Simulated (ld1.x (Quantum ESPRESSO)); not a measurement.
Cutoff test, Pb, ultrasoft

| Quantity | Value |
| --- | --- |
| Element | lead |
| Generator | ld1.x (Quantum ESPRESSO) 7.5 |
| Type | ultrasoft |
| Functional | PBE |
| Relativity | scalar-relativistic |
| Frozen core | [Xe] 4f14 |
| Valence charge | 14 |
| Reference configuration | 5d10 6s2 6p1.5 (charge +0.5) |
| Partial waves | 6s (bound): rcut 1.45, rcutus 1.90 bohr; 6s channel at 1.2 Ry: rcut 1.45, rcutus 1.90 bohr; 6p (bound): rcut 1.60, rcutus 2.15 bohr; 6p channel at 1.85 Ry: rcut 1.60, rcutus 2.15 bohr; 5d (bound): rcut 0.90, rcutus 1.20 bohr; 5d channel at -1.15 Ry: rcut 0.90, rcutus 1.20 bohr |
| Local potential | all-electron potential smoothed inside 1.95 bohr (lloc = -1) |
| Core correction | a·sin(br)/r model core inside 0.70 bohr |
| Augmentation charge | built from norm-conserving waves at rcut, not smoothed further |

The pseudo-atom Hamiltonian at the reference potential is diagonalised in spherical Bessel functions j_l(qr) that vanish at 20 bohr, with q² up to the cutoff. All-electron valence levels (Ry): 6s -1.1373, 6p -0.4799, 5d -1.8238.

How do the lowest levels (Ry) of each channel move with the cutoff, and are there ghosts?

```csv
cutoff (Ry),s #1,p #1,p #2,d #1,d #2,f #1,f #2,Σ f·Δε (mRy)
8,-1.1286,-0.4770,-0.0762,-0.3996,-0.0349,0.0262,0.1284,14265.6
15,-1.1367,-0.4799,-0.0767,-0.8716,-0.0503,0.0262,0.1283,9525.3
25,-1.1373,-0.4801,-0.0768,-1.3957,-0.0599,0.0262,0.1282,4283.0
40,-1.1374,-0.4801,-0.0768,-1.7452,-0.0651,0.0262,0.1282,787.1
60,-1.1374,-0.4801,-0.0768,-1.8189,-0.0661,0.0262,0.1282,50.8
90,-1.1374,-0.4801,-0.0768,-1.8235,-0.0661,0.0262,0.1282,4.8
120,-1.1374,-0.4801,-0.0768,-1.8238,-0.0661,0.0262,0.1282,1.8
180,-1.1374,-0.4801,-0.0768,-1.8239,-0.0661,0.0262,0.1282,0.5
400,-1.1374,-0.4801,-0.0768,-1.8239,-0.0661,0.0262,0.1282,0.0
```

Result: no extra level below or beside the all-electron valence levels (s, p, d, f tested); 10 mRy is reached at 80 Ry and 1 mRy at 140 Ry.
